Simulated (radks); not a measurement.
Pt4+, 74 electrons, occupied as [Xe] 4f14 5d6. Method: scalar-relativistic Kohn-Sham, LDA (Slater exchange, VWN5 correlation), spin-polarised, spherical densities, finite nucleus; open shells are filled with parallel spins first (spin-orbit coupling, left out, can overturn this in heavy ions); Fermi nuclear charge, rms radius 5.427 fm; computed with a radial shooting solver on a logarithmic mesh with Libxc functionals.

Normalised radial functions P(r) = r R(r), r in bohr:

r         5s down  4f down    5p up
0.001298   0.0965   0.0000   0.0035
0.001983   0.1283   0.0000   0.0071
0.003055   0.1651   0.0000   0.0144
0.004668   0.1988   0.0000   0.0285
0.007132   0.2145   0.0000   0.0552
0.0109     0.1856   0.0002   0.1019
0.01665    0.0790   0.0008   0.1738
0.02545   -0.1130   0.0036   0.2573
0.03889   -0.3038   0.0149   0.2910
0.05942   -0.2708   0.0560   0.1584
0.0908     0.1345   0.1814  -0.1826
0.1387     0.4759   0.4791  -0.4130
0.212     -0.0178   0.9656  -0.0147
0.324     -0.6880   1.3817   0.5888
0.495      0.0403   1.3256   0.1515
0.7564     1.1564   0.8268  -0.9025
1.156      0.9445   0.3130  -1.0392
1.766      0.2584   0.0629  -0.4296
2.699      0.0211   0.0052  -0.0623
4.124      0.0003   0.0001  -0.0021

5s down: eigenvalue -151.62 eV, 4 radial nodes at r = 0.0202, 0.0811, 0.210, 0.489 bohr, <r> = 0.943 bohr, 90 % of the charge inside 1.35 bohr. 4f down: eigenvalue -121.56 eV, 0 radial nodes, <r> = 0.514 bohr, 90 % of the charge inside 0.828 bohr. 5p up: eigenvalue -107.41 eV, 3 radial nodes at r = 0.0739, 0.214, 0.526 bohr, <r> = 1.08 bohr, 90 % of the charge inside 1.57 bohr.
